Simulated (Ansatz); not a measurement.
The first iterations of a band of ClHOZn + H2 (6 atoms, charge 0, multiplicity 1).

These are results of Ansatz 0.2.0, RKS PBE/def2-SVP, not measurements.

```json
{
 "movable images": "7",
 "climbing image": "yes",
 "spring": "5.0 eV/Å²",
 "optimiser": "quadratic models (default)",
 "start path": "through a guess of the saddle point",
 "force threshold": "0.03 eV/Å",
 "iteration limit": "60",
 "end points": "relaxed"
}
```

Image 0:

```xyz
6
Properties=species:S:1:pos:R:3
Zn -0.261 -0.059 0.206
O -0.398 -0.060 1.987
H -1.247 -0.414 2.308
Cl -0.040 -0.021 -1.894
H 2.193 0.609 0.600
H 1.879 0.496 1.297
```

Image 8:

```xyz
6
Properties=species:S:1:pos:R:3
Zn 0.953 0.525 -0.091
O -0.002 0.136 1.836
H -0.738 -0.336 1.369
Cl -0.826 -0.449 -0.942
H 2.336 1.202 -0.094
H 0.403 -0.527 2.428
```

| iteration | highest image above the first end (eV) | largest band force component (eV/Å) |
| --- | --- | --- |
| 1 | 2.153 | 11.700 |
| 2 | 0.869 | 2.580 |
| 3 | 0.854 | 1.440 |
| 4 | 0.594 | 1.181 |
| 5 | 0.659 | 1.193 |

Question: Does the band converge within its limit, and where does its top end?

Answer: The run converged. It ended after 15 iterations with the highest image 0.635 eV above the first end. A vibrational analysis at the climbing image gives one clearly imaginary mode, 993i cm⁻¹: a first-order saddle point. The orbitals stay closed-shell, which can raise the energy where a bond breaks towards radicals; this wasn't checked here.

Time of the run: 3.4 min on 1 thread of Arm Neoverse V2, with other jobs on the host, peak memory 0.14 GiB.
